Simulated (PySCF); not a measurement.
# Removal energies of Cd³⁰⁺ from EOM-IP-GCCSD

Reference: closed-shell Cd³⁰⁺, [Ar]; one electron is removed. Calculated with PySCF 2.14, two-component X2C-1e with screened spin-orbit coupling, an uncontracted even-tempered set (18 s from 1.7 bohr⁻², ratio 2.6; 14 p from 2.1 bohr⁻², ratio 2.6; 6 d from 2.2 bohr⁻², ratio 2.8; 3 f from 41 bohr⁻², ratio 2.8); frozen [Ne]; the 62 highest virtual spinors dropped; of the others 50 kept and the rest restored at second order. No Breit or QED terms. Binding energies in eV.

| level | Koopmans | second order | EOM-CCSD |
| --- | --- | --- | --- |
| 3p1/2 | 1900.2 | 1900.3 | 1900.4 |
| 3p3/2 | 1854.7 | 1855.2 | 1855.4 |

For comparison, the ionisation energy of Cd³⁰⁺ is 1852 ± 5 eV (semi-empirical (NIST evaluation); NIST Atomic Spectra Database, ionization energies).

Only part of the computed levels is shown.
